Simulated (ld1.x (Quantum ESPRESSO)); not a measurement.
Ranking TM semilocal potentials for Sb

All share these settings but for the change named:

ld1.x (Quantum ESPRESSO) 7.5 input, shortened:

```
&input
   title='Sb', zed=51., rel=1, dft='PBE', iswitch=3,
   config='[Kr] 4d10 5s2 5p3 5d-2'
 /
 &inputp
   pseudotype=1, tm=.true., lloc=0,
   nlcc=.true., new_core_ps=.true.
 /
3
5P  2  1   3.00   0.00  1.75  1.75  0.0
5D  3  2  -2.00   0.05  1.85  1.85  0.0
5S  1  0   2.00   0.00  2.05  2.05  0.0
 &test
   configts(1)='5s2 5p3'
 /
```

Cutoff: the first of the cutoffs (Ry, on a coarse ladder) from which the occupation-weighted sum of valence levels, in a spherical-Bessel basis at the reference potential, stays within 10 and 1 mRy of its value at 400 Ry; the density cutoff is not measured.

The base gives 35 Ry.

Of 7 variants that were run, those that failed, showed a ghost or another fault, or gave nearly equal values are left out.

A variant can come out equal or close to the base.

**Question.** Rank these variants from softest to hardest (loose cutoff).
A. wave 5d channel at 0.05 Ry: rc 1.85 bohr becomes 5d channel at -0.14 Ry: rc 1.85 bohr
B. core [Kr], valence charge 15; reference 4d10 5s2 5p2; waves now 5p (bound): rc 2.15 bohr; 4d (bound): rc 1.40 bohr; 4f channel at 0.2 Ry: rc 2.20 bohr; 5s (bound): rc 1.95 bohr; core correction none
C. wave 5p (bound): rc 1.75 bohr becomes 5p (bound): rc 2.18 bohr

**Answer.** C (25 Ry), A (35 Ry), B (100 Ry).
